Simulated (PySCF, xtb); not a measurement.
hydrogen bromide (BrH), SMILES Br.

Harmonic wavenumbers (cm⁻¹) from GFN2-xTB (xtb) at its own minimum, in rising order: 2346.

What does PBE-D3(BJ)/def2-TZVPD in PySCF give at its own minimum? (Estimate from the structure and the level; the computed values follow.)

2575. Paired by order, the mean absolute difference is 228 cm⁻¹ and the zero-point energies are 3.4 and 3.7 kcal/mol.
